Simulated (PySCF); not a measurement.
CH₄AlClO, SMILES C[O][AlH][Cl].

The structure is a stationary point at PBE-D3(BJ)/def2-SVP. One conformer was computed; it need not be the lowest.

The numbers are results of M06-2X/def2-TZVP (PySCF), not measurements.

Symmetry labels are those of the subgroup Cs that the program uses (full group Cs).

Computed valence orbital energies around the gap with their symmetry:
```tsv
orbital	symmetry	energy (eV)
HOMO−7	A"	-14.12
HOMO−6	A'	-14.08
HOMO−5	A'	-12.78
HOMO−4	A'	-11.10
HOMO−3	A"	-10.84
HOMO−2	A'	-10.45
HOMO−1	A'	-10.09
HOMO	A"	-9.92
LUMO	A"	-0.30
LUMO+1	A'	0.38
LUMO+2	A'	1.74
LUMO+3	A'	2.25
```
